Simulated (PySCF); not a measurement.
Species: `CC(=S)c1ccccc1C`. The columns A, B, C and D hold Mulliken, IAO, Hirshfeld and ESP-fitted charges (e) of one PBE0/pcSseg-1 density (PySCF), in a shuffled order. Coordinates in Å (GFN2-xTB); the density's dipole moment is (-1.15, -2.11, 1.20) D.

```json
{"atom": "C1", "x": "2.770", "y": "-0.283", "z": "0.277", "A": "-0.435", "B": "-0.123", "C": "-0.404", "D": "-0.160"}
{"atom": "C2", "x": "1.621", "y": "0.499", "z": "-0.276", "A": "-0.027", "B": "+0.053", "C": "+0.181", "D": "-0.381"}
{"atom": "S3", "x": "1.932", "y": "1.908", "z": "-1.048", "A": "-0.102", "B": "-0.097", "C": "-0.242", "D": "-0.067"}
{"atom": "C4", "x": "0.285", "y": "-0.070", "z": "-0.157", "A": "-0.033", "B": "-0.013", "C": "+0.060", "D": "-0.001"}
{"atom": "C5", "x": "0.162", "y": "-1.465", "z": "-0.225", "A": "-0.140", "B": "-0.041", "C": "-0.224", "D": "-0.050"}
{"atom": "C6", "x": "-1.066", "y": "-2.087", "z": "-0.164", "A": "-0.158", "B": "-0.052", "C": "-0.134", "D": "-0.056"}
{"atom": "C7", "x": "-2.211", "y": "-1.325", "z": "-0.002", "A": "-0.134", "B": "-0.038", "C": "-0.169", "D": "-0.041"}
{"atom": "C8", "x": "-2.105", "y": "0.049", "z": "0.091", "A": "-0.157", "B": "-0.050", "C": "-0.180", "D": "-0.051"}
{"atom": "C9", "x": "-0.881", "y": "0.703", "z": "0.009", "A": "+0.042", "B": "+0.025", "C": "+0.120", "D": "-0.278"}
{"atom": "C10", "x": "-0.866", "y": "2.192", "z": "0.134", "A": "-0.423", "B": "-0.129", "C": "-0.443", "D": "-0.093"}
{"atom": "H11", "x": "3.612", "y": "0.381", "z": "0.457", "A": "+0.171", "B": "+0.046", "C": "+0.108", "D": "+0.146"}
{"atom": "H12", "x": "2.497", "y": "-0.793", "z": "1.199", "A": "+0.153", "B": "+0.046", "C": "+0.140", "D": "+0.134"}
{"atom": "H13", "x": "3.095", "y": "-1.032", "z": "-0.448", "A": "+0.166", "B": "+0.056", "C": "+0.146", "D": "+0.150"}
{"atom": "H14", "x": "1.046", "y": "-2.068", "z": "-0.367", "A": "+0.150", "B": "+0.050", "C": "+0.160", "D": "+0.080"}
{"atom": "H15", "x": "-1.129", "y": "-3.163", "z": "-0.238", "A": "+0.155", "B": "+0.052", "C": "+0.147", "D": "+0.088"}
{"atom": "H16", "x": "-3.179", "y": "-1.800", "z": "0.056", "A": "+0.157", "B": "+0.055", "C": "+0.158", "D": "+0.092"}
{"atom": "H17", "x": "-2.999", "y": "0.641", "z": "0.228", "A": "+0.150", "B": "+0.050", "C": "+0.157", "D": "+0.076"}
{"atom": "H18", "x": "-0.791", "y": "2.649", "z": "-0.852", "A": "+0.170", "B": "+0.037", "C": "+0.133", "D": "+0.157"}
{"atom": "H19", "x": "-1.783", "y": "2.539", "z": "0.605", "A": "+0.140", "B": "+0.042", "C": "+0.122", "D": "+0.116"}
{"atom": "H20", "x": "-0.014", "y": "2.537", "z": "0.717", "A": "+0.155", "B": "+0.032", "C": "+0.165", "D": "+0.139"}
```

Question: Which column most likely holds the ESP-fitted charges?

Answer: C. Σ q r misses the density's dipole by 0.07 D (C), 0.82 D (A), 1.19 D (B), 1.54 D (D). Charges fitted to the outside potential are the only set here that is tied to the molecule's multipoles.

Question: And the Hirshfeld charges?

Answer: B. The mean sizes are 0.054 e (B), 0.118 e (D), 0.161 e (A), 0.180 e (C), and Hirshfeld charges are commonly the smallest of these schemes.

As computed, A = IAO, B = Hirshfeld, C = ESP-fitted, D = Mulliken. Hydrogens on carbon: IAO +0.14 to +0.17, Hirshfeld +0.03 to +0.06, ESP-fitted +0.11 to +0.17, Mulliken +0.08 to +0.16 e.

The ESP scheme is a least-squares fit of atom-centred charges to the potential on four shells outside the van der Waals surface, with the total charge fixed. The Mulliken scheme counts on each atom the diagonal of the density matrix times the overlap matrix over that atom's basis functions.

The structure is a single GFN2-xTB conformer in the gas phase; no vibrational or solvent corrections.

The run behind these numbers computed NMR shieldings as well. The run took 46 s wall on Arm Neoverse V1, one thread, no GPU (shared host).

The values belong to the conformer `[CH3:1][C:2](=[S:3])[c:4]1[cH:5][cH:6][cH:7][cH:8][c:9]1[CH3:10]`: C1–C2–C4–C5 -33°.
